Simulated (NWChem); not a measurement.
System: AlH3; SMILES [AlH3]

Excerpt of the output:

```
             Northwest Computational Chemistry Package (NWChem) 7.3.0
             --------------------------------------------------------

 D3H symmetry detected

                             Geometry "geometry" -> ""
                             -------------------------

 Output coordinates in angstroms (scale by  1.889725989 to convert to a.u.)

  No.       Tag          Charge          X              Y              Z
 ---- ---------------- ---------- -------------- -------------- --------------
    1 Al                  13.0000    -0.00000000    -0.00000000     0.00000000
    2 H                    1.0000     1.12144695     1.12144695     0.00000000
    3 H                    1.0000     0.41047807    -1.53192502     0.00000000
    4 H                    1.0000    -1.53192502     0.41047807     0.00000000

 Effective nuclear repulsion energy (a.u.)      13.5907589599

      Symmetry information
      --------------------

 Group name             D3h
 Group number             27
 Group order              12
 No. of unique centers     2

                                 NWChem DFT Module
                                 -----------------

 Summary of "ao basis" -> "ao basis" (spherical)
 ------------------------------------------------------------------------------
       Tag                 Description            Shells   Functions and Types
 ---------------- ------------------------------  ------  ---------------------
 Al                         cc-pvqz                 17       59   6s5p3d2f1g
 H                          cc-pvqz                 10       30   4s3p2d1f

      Symmetry analysis of basis
      --------------------------

        a1'        25
        a1"         4
        a2'         9
        a2"        15
        e'         64
        e"         32

  Rotation of axis

            General Information
            -------------------
          SCF calculation type: DFT
          Wavefunction type:  closed shell.
          No. of atoms     :     4
          No. of electrons :    16
           Alpha electrons :     8
            Beta electrons :     8
          Charge           :     0
          Spin multiplicity:     1
          Use of symmetry is: on ; symmetry adaption is: on
          Maximum number of iterations: 150
          AO basis - number of functions:   149
                     number of shells:    47
          Convergence on energy requested:  1.00D-06
          Convergence on density requested:  1.00D-05
          Convergence on gradient requested:  5.00D-04

              XC Information
              --------------
                         B3LYP Method XC Potential
                     Hartree-Fock (Exact) Exchange  0.200
                        Slater Exchange Functional  0.800 local
                    Becke 1988 Exchange Functional  0.720 non-local
              Lee-Yang-Parr Correlation Functional  0.810
                  VWN I RPA Correlation Functional  0.190 local

             Grid Information
             ----------------
          Grid used for XC integration:  medium
          Radial quadrature: Mura-Knowles
          Angular quadrature: Lebedev.
          Tag              B.-S. Rad. Rad. Pts. Rad. Cut. Ang. Pts.
          ---              ---------- --------- --------- ---------
          Al                  1.25       88           8.0       590
          H                   0.35       45          10.0       434
          Grid pruning is: on
          Number of quadrature shells:   133
          Spatial weights used:  Erf1

      Superposition of Atomic Density Guess
      -------------------------------------

 Sum of atomic energies:        -243.38065499

      Non-variational initial energy
      ------------------------------

 Total energy =    -243.370500
 1-e energy   =    -364.928588
 2-e energy   =     107.967329
 HOMO         =      -0.362308
 LUMO         =      -0.028087

      Symmetry analysis of molecular orbitals - initial
      -------------------------------------------------

  Numbering of irreducible representations:

     1 a1'         2 a1"         3 a2'         4 a2"         5 e'
     6 e"

  Orbital symmetries:

     1 a1'         2 a1'         3 e'          4 e'          5 a2"
     6 a1'         7 e'          8 e'          9 a2"        10 a1'
    11 e'         12 e'         13 a1'        14 e'         15 e'
    16 a2"        17 e"         18 e"

     ---------------------------------------------
      Total Density - Mulliken Population Analysis
     ---------------------------------------------

    Atom       Charge   Shell Charges
 -----------   ------   -------------------------------------------------------
    1 Al  13    12.31   2.00  1.98 -0.02  0.35  0.68  0.18  5.95  0.02  0.42  0.54  0.11  0.02  0.03  0.03  0.00  0.01  0.00
    2 H    1     1.23   0.06  0.28  0.60  0.28  0.00  0.00  0.00  0.00  0.00  0.00
    3 H    1     1.23   0.06  0.28  0.60  0.28  0.00  0.00  0.00  0.00  0.00  0.00
    4 H    1     1.23   0.06  0.28  0.60  0.28  0.00  0.00  0.00  0.00  0.00  0.00

   convergence    iter        energy       DeltaE   RMS-Dens  Diis-err
 ---------------- ----- ----------------- --------- --------- ---------
 d= 0,ls=0.0,diis     1   -244.2262004501 -2.58D+02  2.96D-02  2.88D-01
 d= 0,ls=0.0,diis     2   -244.2385224992 -1.23D-02  6.69D-04  2.57D-03
 d= 0,ls=0.0,diis     3   -244.2390374631 -5.15D-04  3.13D-04  6.60D-04
 d= 0,ls=0.0,diis     4   -244.2391590239 -1.22D-04  1.20D-04  1.07D-05
 d= 0,ls=0.0,diis     5   -244.2391595457 -5.22D-07  3.88D-06  1.32D-08

         Total DFT energy =     -244.239159545700
      One electron energy =     -365.708010087792
           Coulomb energy =      127.635393055769
    Exchange-Corr. energy =      -19.757301473549
 Nuclear repulsion energy =       13.590758959872

 Numeric. integr. density =       16.000008483889

                  Occupations of the irreducible representations
                  ----------------------------------------------

                     irrep           alpha         beta
                     --------     --------     --------
                     a1'               3.0          3.0
                     a1"               0.0          0.0
                     a2'               0.0          0.0
                     a2"               1.0          1.0
                     e'                4.0          4.0
                     e"                0.0          0.0

                       DFT Final Molecular Orbital Analysis
                       ------------------------------------

 Vector    6  Occ=2.000000D+00  E=-4.239678D-01  Symmetry=a1'
              MO Center=  1.3D-16,  1.4D-16, -5.9D-18, r^2= 2.3D+00
   Bfn.  Coefficient  Atom+Function         Bfn.  Coefficient  Atom+Function
  ----- ------------  ---------------      ----- ------------  ---------------
     5      0.403036  1 Al s                  3      0.329783  1 Al s
     4      0.252451  1 Al s                 62      0.111824  2 H  s
    92      0.111824  3 H  s                122      0.111824  4 H  s
    61      0.088319  2 H  s                 91      0.088319  3 H  s
   121      0.088319  4 H  s                  6      0.083405  1 Al s

 Vector    7  Occ=2.000000D+00  E=-3.085417D-01  Symmetry=e'
              MO Center= -8.5D-02,  6.1D-01,  1.3D-16, r^2= 2.6D+00
   Bfn.  Coefficient  Atom+Function         Bfn.  Coefficient  Atom+Function
  ----- ------------  ---------------      ----- ------------  ---------------
    16      0.224364  1 Al px                13      0.210276  1 Al px
    62      0.201164  2 H  s                122     -0.187425  4 H  s
    61      0.148181  2 H  s                121     -0.138061  4 H  s
     7     -0.125532  1 Al px                63      0.125375  2 H  s
   123     -0.116813  4 H  s                 17      0.075089  1 Al py

 Vector    8  Occ=2.000000D+00  E=-3.085417D-01  Symmetry=e'
              MO Center=  8.5D-02, -6.1D-01, -1.6D-16, r^2= 2.6D+00
   Bfn.  Coefficient  Atom+Function         Bfn.  Coefficient  Atom+Function
  ----- ------------  ---------------      ----- ------------  ---------------
    17      0.224364  1 Al py                92     -0.224352  3 H  s
    14      0.210276  1 Al py                91     -0.165262  3 H  s
    93     -0.139827  3 H  s                  8     -0.125532  1 Al py
   122      0.124074  4 H  s                 62      0.100278  2 H  s
   121      0.091395  4 H  s                123      0.077329  4 H  s

 Vector    9  Occ=0.000000D+00  E=-7.375968D-02  Symmetry=a2"
              MO Center=  2.8D-18, -3.4D-18, -1.9D-30, r^2= 4.3D+00
   Bfn.  Coefficient  Atom+Function         Bfn.  Coefficient  Atom+Function
  ----- ------------  ---------------      ----- ------------  ---------------
    18      0.447028  1 Al pz                21      0.441451  1 Al pz
    15      0.243460  1 Al pz                12      0.137149  1 Al pz
     9     -0.048723  1 Al pz

 Vector   10  Occ=0.000000D+00  E= 2.939665D-02  Symmetry=a1'
              MO Center=  1.1D-14, -4.1D-15,  1.9D-15, r^2= 4.6D+00
   Bfn.  Coefficient  Atom+Function         Bfn.  Coefficient  Atom+Function
  ----- ------------  ---------------      ----- ------------  ---------------
     5      1.433365  1 Al s                  6      1.193052  1 Al s
    63     -0.804758  2 H  s                 93     -0.804758  3 H  s
   123     -0.804758  4 H  s                 62     -0.276486  2 H  s
    92     -0.276486  3 H  s                122     -0.276486  4 H  s
     3      0.248676  1 Al s                 24      0.241982  1 Al d  0

 Vector   11  Occ=0.000000D+00  E= 3.562207D-02  Symmetry=e'
              MO Center=  7.0D-01, -3.5D-01,  1.8D-28, r^2= 8.8D+00
   Bfn.  Coefficient  Atom+Function         Bfn.  Coefficient  Atom+Function
  ----- ------------  ---------------      ----- ------------  ---------------
    19      1.478453  1 Al px               123      1.227689  4 H  s
    63     -0.723838  2 H  s                 93     -0.503851  3 H  s
    16      0.402284  1 Al px                20     -0.236639  1 Al py
   122      0.104059  4 H  s                121      0.081121  4 H  s
   130      0.074782  4 H  px                17     -0.064389  1 Al py

     ---------------------------------------------
      Total Density - Mulliken Population Analysis
     ---------------------------------------------

    Atom       Charge   Shell Charges
 -----------   ------   -------------------------------------------------------
    1 Al  13    12.84   2.01  1.87  0.07  0.38  0.70  0.14  8.39 -2.41  0.58  0.78  0.10  0.04  0.10  0.05  0.01  0.01  0.01
    2 H    1     1.05   0.06  0.29  0.47  0.23  0.00  0.00  0.00  0.00  0.00  0.00
    3 H    1     1.05   0.06  0.29  0.47  0.23  0.00  0.00  0.00  0.00  0.00  0.00
    4 H    1     1.05   0.06  0.29  0.47  0.23  0.00  0.00  0.00  0.00  0.00  0.00

     -------------------------------------------
      Total Density - Lowdin Population Analysis
     -------------------------------------------

    Atom       Charge   Shell Charges
 -----------   ------   -------------------------------------------------------
    1 Al  13    12.61   1.98  1.05  0.87  0.29  0.36  0.24  2.97  2.84  0.63  0.76  0.26  0.10  0.14  0.04  0.03  0.01  0.01
    2 H    1     1.13   0.07  0.27  0.43  0.29  0.00  0.01  0.05  0.00  0.01  0.00
    3 H    1     1.13   0.07  0.27  0.43  0.29  0.00  0.01  0.05  0.00  0.01  0.00
    4 H    1     1.13   0.07  0.27  0.43  0.29  0.00  0.01  0.05  0.00  0.01  0.00

     Multipole analysis of the density
     ---------------------------------

     L   x y z        total         alpha         beta         nuclear
     -   - - -        -----         -----         ----         -------
     0   0 0 0      0.000000     -8.000000     -8.000000     16.000000

     1   1 0 0      0.000000      0.000000      0.000000      0.000000
     1   0 1 0      0.000000      0.000000      0.000000      0.000000
     1   0 0 1     -0.000000     -0.000000     -0.000000      0.000000

     2   2 0 0    -13.674408    -13.573892    -13.573892     13.473375
     2   1 1 0      0.000000      0.000000      0.000000      0.000000
     2   1 0 1      0.000000      0.000000      0.000000      0.000000
     2   0 2 0    -13.674408    -13.573892    -13.573892     13.473375
     2   0 1 1      0.000000      0.000000      0.000000      0.000000
     2   0 0 2     -8.809428     -4.404714     -4.404714      0.000000
```

Level: B3LYP/cc-pVQZ. Coordinates come from a PBE0-D3(BJ)/def2-TZVP optimisation. B3LYP is NWChem's, with the RPA form of VWN correlation.

### Question
Which NWChem input produces such a log?

### Answer
This is not unique; one that fits is the input that was run:
```
start job
memory heap 200 mb stack 900 mb global 1100 mb
geometry units angstroms noautoz
  Al     0.000000     0.000000     0.000000
  H      1.121447     1.121447     0.000000
  H      0.410478    -1.531925     0.000000
  H     -1.531925     0.410478     0.000000
end
basis spherical
  Al library cc-pvqz
  H library cc-pvqz
end
dft
  xc b3lyp
  iterations 150
  mulliken
end
task dft energy
```
